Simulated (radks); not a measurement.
Removal energies from the cerium ion Ce12+, [Kr] 4d10, by Delta-SCF beside the eigenvalue of the level emptied. All-electron calculation, scalar-relativistic Kohn-Sham, PBEsol, spin-polarised, spherical densities, finite nucleus; Fermi nuclear charge, rms radius of each element as measured or else 0.836 A^(1/3) + 0.57 fm. Program: a radial shooting solver on a logarithmic mesh with Libxc functionals. Open shells are filled with parallel spins first.

| removed from | final configuration | Delta-SCF (eV) | -eigenvalue (eV) |
|---|---|---|---|
| 4d | [Kr] 4d9 | 313.35 | 298.78 |
| 4p | [Ar] 3d10 4s2 4p5 4d10 | 416.46 | 401.14 |
| 4s | [Ar] 3d10 4s1 4p6 4d10 | 487.76 | 471.86 |
| 3d | [Ar] 3d9 4s2 4p6 4d10 | 1101.0 | 1068.2 |
